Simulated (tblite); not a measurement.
A tight-binding relaxation on `COC[C@H](Br)[SiH2]C(C)=O`.

Computed with GFN2-xTB geometry optimisation, gas phase (tblite 0.8.0). Start geometry: from a force field or distance geometry. The command runs a driver script over a list of jobs; the input below is this job's line of settings and its coordinates in Å.

Command:
```bash
OMP_NUM_THREADS=1 python probes_run.py task.json out
```

Input:
```
{"job": {"kind": "relax", "xc": "GFN2-xTB", "basis": "xTB"}, "charge": 0, "multiplicity": 1}
C      2.518400     1.486500    -0.526900
O      1.661700     0.371700    -0.766900
C      1.416600    -0.359700     0.452900
C      0.551500    -1.585800     0.166100
Br     1.614200    -2.914700    -0.825700
Si    -1.061400    -1.329000    -0.716200
C     -1.995800     0.114200     0.062500
C     -2.808500     1.001400    -0.819200
O     -1.875700     0.257400     1.277900
H      2.660200     2.003600    -1.473300
H      3.478700     1.163400    -0.143600
H      2.034600     2.180900     0.177500
H      2.356100    -0.647400     0.916700
H      0.895500     0.309900     1.148500
H      0.354200    -2.087200     1.130400
H     -0.860400    -1.057500    -2.155300
H     -1.883400    -2.565100    -0.648900
H     -3.325300     1.743700    -0.214100
H     -3.572700     0.412800    -1.343900
H     -2.163400     1.511500    -1.534600
```

Output:
```
step      E/eV     max force
  0    -822.21941    1.804
  1    -822.30783    1.374
  2    -822.33302    0.595
  3    -822.34795    0.391
  4    -822.36610    0.251
  5    -822.37176    0.206
  6    -822.37621    0.157
  7    -822.37919    0.173
  8    -822.38295    0.200
  9    -822.38620    0.174
... (123 lines left out)
133    -822.54464    0.019
134    -822.54470    0.014
135    -822.54475    0.018
136    -822.54480    0.020
137    -822.54485    0.014
138    -822.54489    0.014
139    -822.54492    0.011
140    -822.54494    0.014
141    -822.54496    0.010
142    -822.54498    0.008
```

«max force» is the largest atomic force in eV/Å.

From which step on does the largest force stay under 0.1 eV/Å, and how much energy is left to gain from there?

From step 87 (0.085 eV/Å), 11.3 meV above the end.

Main results: energy lowered by 7.5 kcal/mol over 142 steps; largest atomic force 0.008 eV/Å at the end.

The run took 2.3 s of wall time on an Arm Neoverse N1 with one thread, on a shared host.
Labels such as C1 count atoms from 1, the log's own numbers from 0.
